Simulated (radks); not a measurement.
The numbers below are computed, except where a source is named.
The cerium ion Ce+ inside a hard spherical wall (all orbitals vanish at R), configuration held at [Xe] 4f1 5d2 and not refilled when levels cross. Level of theory: scalar-relativistic Kohn-Sham, PBE, spin-polarised, spherical densities, finite nucleus; open shells are filled with parallel spins first (spin-orbit coupling, left out, can overturn this in heavy ions); Fermi nuclear charge, rms radius 4.8771 fm (a radial shooting solver on a logarithmic mesh with Libxc functionals). Eigenvalues in eV for spin up, with the zero of energy where the potential of the charges vanishes at infinity; a dash marks a level that is unbound or too diffuse for the functional's potential to be trusted. A positive occupied level is held by the wall or, in an anion where self-interaction has pushed it up, behind a barrier. The pressure on the wall is -dE/dV.

| R (bohr) | E (hartree) | kinetic (hartree) | e(5s) | e(5p) | e(4f) | e(6s, empty) | e(5d) | e(6p, empty) | pressure (GPa) |
|---|---|---|---|---|---|---|---|---|---|
| free | -8859.8409 | 9389.698 | -44.817 | -27.653 | -9.541 | -7.954 | -7.699 | -5.038 | 0 |
| 15 | -8859.8409 | 9389.698 | -44.817 | -27.653 | -9.541 | -7.954 | -7.699 | -5.037 | < 0.0001 |
| 12 | -8859.8409 | 9389.698 | -44.815 | -27.651 | -9.539 | -7.951 | -7.697 | -5.014 | 0.000339 |
| 10 | -8859.8407 | 9389.700 | -44.796 | -27.634 | -9.521 | -7.925 | -7.681 | -4.897 | 0.00607 |
| 7 | -8859.8332 | 9389.749 | -44.460 | -27.320 | -9.171 | -7.259 | -7.349 | -3.398 | 0.424 |
| 6 | -8859.8164 | 9389.838 | -44.010 | -26.905 | -8.689 | -6.096 | -6.827 | -1.368 | 1.86 |
| 3.5 | -8859.0796 | 9393.550 | -37.649 | -20.424 | -0.980 | 18.759 | 3.295 | 31.563 | 254 |
| 3 | -8857.9244 | 9398.941 | -31.778 | -13.701 | 6.069 | 42.786 | 13.243 | 59.780 | 969 |
| 2.5 | -8854.5107 | 9413.089 | -18.415 | 2.175 | 20.181 | 94.486 | 35.393 | 117.59 | 4290 |
| 2 | -8843.2053 | 9454.260 | 17.941 | 45.188 | 50.164 | 217.19 | 90.897 | 249.42 | 23600 |
| 1.5 | -8797.3176 | 9603.085 | 148.00 | 191.57 | 126.64 | 563.46 | 258.20 | 608.29 | 190000 |
